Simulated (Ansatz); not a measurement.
Ansatz (a program for electronic structure) input file for Ga(H)(F)(OMe) (CH₄FGaO), SMILES C[O][GaH][F], CAM-B3LYP/def2-SVPD. Geometry: B3LYP-D3(BJ)/def2-SVP. The structure was generated by enumeration; whether it is a known compound was not checked. The values are those of a single conformer.

Ansatz 0.2 input:
```yaml
crystal:
  periodic: [false, false, false]
  atoms:
    - {symbol: Ga, position_ang: [-0.31864010, -0.44157015, 0.00000000]}
    - {symbol: H, position_ang: [-1.86352518, -0.57407084, 0.00000000]}
    - {symbol: F, position_ang: [0.71616735, -1.85521305, -0.00000000]}
    - {symbol: O, position_ang: [0.62029777, 1.06553180, 0.00000000]}
    - {symbol: C, position_ang: [0.08343977, 2.36702411, -0.00000000]}
    - {symbol: H, position_ang: [0.42867527, 2.92071858, -0.89164305]}
    - {symbol: H, position_ang: [0.42867527, 2.92071858, 0.89164305]}
    - {symbol: H, position_ang: [-1.02450917, 2.39182668, 0.00000000]}
basis:
  gaussian:
    orbitals: def2-SVPD
hamiltonian:
  xc: {name: CAM-B3LYP}
```

Log of the run:

```
WARN ansatz: RAYON_NUM_THREADS=1 ignored (pool sized by the plan → 1); use --threads N
Functional definition: CAM-B3LYP
integrals: 0.08 GiB planned
1240 factors; their error is unknown
integrals: 0.11 GiB planned
452 factors; integrals over basis functions are off by at most 2.2e-5 eV
mean field: 0.77 GiB planned
mean field evaluation 1: about -58228.8679 eV, gradient 6.3e1 eV
mean field evaluation 2: about -58216.5839 eV, gradient 1.1e2 eV
mean field evaluation 4: about -58235.9280 eV, gradient 5.4e0 eV
mean field evaluation 8: about -58235.9731 eV, gradient 5.3e-2 eV
mean field evaluation 16: about -58236.1255 eV, gradient 1.9e-5 eV
mean field -58236.12554011 eV, -2140.1381397355 hartree, gradient 1.9e-5 eV, S^2 0.000000; 0 other end points of the search recorded, 0 dependent functions left out
reference -58236.12566885 eV, -2140.1381444664 hartree; 29, 29 occupied and 107, 107 virtual orbitals, 1240 factors
Total energy: -58236.12566885 eV, -2140.1381444664 hartree
```

Self-consistency was reached.
